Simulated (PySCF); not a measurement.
C₃H₉N, SMILES CC(C)N (connectivity only; charge and spin as stated), charge +1, multiplicity 2.

Coordinates come from a B3LYP-D3(BJ)/def2-SVP optimisation. The spin state was assumed, not searched. One conformer was computed; it need not be the lowest.

Level of theory: PySCF with B3LYP-D3(BJ)/def2-SVP.

Harmonic, unscaled wavenumbers; measured fundamentals usually lie a few per cent lower.

```json
[
 {"mode": "1", "ν (cm⁻¹)": "155", "IR (km/mol)": "10.5", "moving atoms (share of kinetic energy)": "H 97 %"},
 {"mode": "2", "ν (cm⁻¹)": "202", "IR (km/mol)": "0.0", "moving atoms (share of kinetic energy)": "H 98 %"},
 {"mode": "3", "ν (cm⁻¹)": "239", "IR (km/mol)": "1.5", "moving atoms (share of kinetic energy)": "H 94 %"},
 {"mode": "4", "ν (cm⁻¹)": "357", "IR (km/mol)": "4.0", "moving atoms (share of kinetic energy)": "C 46 %, H 43 %, N 12 %"},
 {"mode": "5", "ν (cm⁻¹)": "401", "IR (km/mol)": "0.5", "moving atoms (share of kinetic energy)": "H 42 %, C 35 %, N 23 %"},
 {"mode": "6", "ν (cm⁻¹)": "421", "IR (km/mol)": "19.1", "moving atoms (share of kinetic energy)": "C 51 %, H 44 %"},
 {"mode": "7", "ν (cm⁻¹)": "687", "IR (km/mol)": "107.8", "moving atoms (share of kinetic energy)": "H 70 %, N 23 %"},
 {"mode": "8", "ν (cm⁻¹)": "803", "IR (km/mol)": "14.8", "moving atoms (share of kinetic energy)": "C 58 %, H 27 %, N 15 %"},
 {"mode": "9", "ν (cm⁻¹)": "879", "IR (km/mol)": "17.8", "moving atoms (share of kinetic energy)": "H 83 %, C 15 %"},
 {"mode": "10", "ν (cm⁻¹)": "958", "IR (km/mol)": "0.3", "moving atoms (share of kinetic energy)": "H 80 %, C 18 %"},
 {"mode": "11", "ν (cm⁻¹)": "969", "IR (km/mol)": "0.0", "moving atoms (share of kinetic energy)": "H 62 %, C 30 %, N 8 %"},
 {"mode": "12", "ν (cm⁻¹)": "983", "IR (km/mol)": "29.0", "moving atoms (share of kinetic energy)": "H 51 %, C 32 %, N 18 %"},
 {"mode": "13", "ν (cm⁻¹)": "1056", "IR (km/mol)": "29.0", "moving atoms (share of kinetic energy)": "H 64 %, C 31 %"},
 {"mode": "14", "ν (cm⁻¹)": "1092", "IR (km/mol)": "18.4", "moving atoms (share of kinetic energy)": "H 83 %, C 17 %"},
 {"mode": "15", "ν (cm⁻¹)": "1147", "IR (km/mol)": "19.2", "moving atoms (share of kinetic energy)": "H 85 %, C 10 %"},
 {"mode": "16", "ν (cm⁻¹)": "1234", "IR (km/mol)": "2.7", "moving atoms (share of kinetic energy)": "C 64 %, H 32 %"},
 {"mode": "17", "ν (cm⁻¹)": "1256", "IR (km/mol)": "5.7", "moving atoms (share of kinetic energy)": "C 62 %, H 30 %"},
 {"mode": "18", "ν (cm⁻¹)": "1383", "IR (km/mol)": "8.8", "moving atoms (share of kinetic energy)": "H 84 %, C 16 %"},
 {"mode": "19", "ν (cm⁻¹)": "1405", "IR (km/mol)": "3.4", "moving atoms (share of kinetic energy)": "H 83 %, C 17 %"},
 {"mode": "20", "ν (cm⁻¹)": "1443", "IR (km/mol)": "0.2", "moving atoms (share of kinetic energy)": "H 96 %"},
 {"mode": "21", "ν (cm⁻¹)": "1455", "IR (km/mol)": "11.5", "moving atoms (share of kinetic energy)": "H 96 %"},
 {"mode": "22", "ν (cm⁻¹)": "1463", "IR (km/mol)": "34.7", "moving atoms (share of kinetic energy)": "H 96 %"},
 {"mode": "23", "ν (cm⁻¹)": "1471", "IR (km/mol)": "20.3", "moving atoms (share of kinetic energy)": "H 96 %"},
 {"mode": "24", "ν (cm⁻¹)": "1579", "IR (km/mol)": "43.7", "moving atoms (share of kinetic energy)": "H 86 %, N 13 %"},
 {"mode": "25", "ν (cm⁻¹)": "2676", "IR (km/mol)": "107.6", "moving atoms (share of kinetic energy)": "H 94 %"},
 {"mode": "26", "ν (cm⁻¹)": "3045", "IR (km/mol)": "0.0", "moving atoms (share of kinetic energy)": "H 97 %"},
 {"mode": "27", "ν (cm⁻¹)": "3049", "IR (km/mol)": "2.6", "moving atoms (share of kinetic energy)": "H 97 %"},
 {"mode": "28", "ν (cm⁻¹)": "3137", "IR (km/mol)": "2.9", "moving atoms (share of kinetic energy)": "H 90 %, C 10 %"},
 {"mode": "29", "ν (cm⁻¹)": "3138", "IR (km/mol)": "0.4", "moving atoms (share of kinetic energy)": "H 90 %, C 10 %"},
 {"mode": "30", "ν (cm⁻¹)": "3162", "IR (km/mol)": "0.0", "moving atoms (share of kinetic energy)": "H 90 %, C 10 %"},
 {"mode": "31", "ν (cm⁻¹)": "3165", "IR (km/mol)": "0.4", "moving atoms (share of kinetic energy)": "H 91 %, C 9 %"},
 {"mode": "32", "ν (cm⁻¹)": "3436", "IR (km/mol)": "139.8", "moving atoms (share of kinetic energy)": "H 96 %"},
 {"mode": "33", "ν (cm⁻¹)": "3557", "IR (km/mol)": "132.9", "moving atoms (share of kinetic energy)": "H 90 %, N 10 %"}
]
```
